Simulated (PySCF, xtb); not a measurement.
C2H5Te, SMILES [CH2][Te]C (connectivity only; charge and spin as stated), charge +1, multiplicity 1.

Harmonic wavenumbers (cm⁻¹) from GFN2-xTB in xtb 6.7.1 at its own minimum, in rising order: 59, 190, 491, 540, 725, 772, 773, 811, 827, 1239, 1267, 1330, 1358, 2940, 2963, 2975, 2982, 3021.

Question: What does PBE-D3(BJ)/def2-SVP (PySCF) give at its own minimum? (An estimate is asked for; the answer gives what the named calculation found.)

Answer: 58, 211, 504, 506, 725, 753, 826, 851, 860, 1209, 1321, 1354, 1371, 2993, 3063, 3119, 3141, 3200. Paired by order, the mean absolute difference is 54 cm⁻¹ and the zero-point energies are 36.1 and 37.3 kcal/mol.
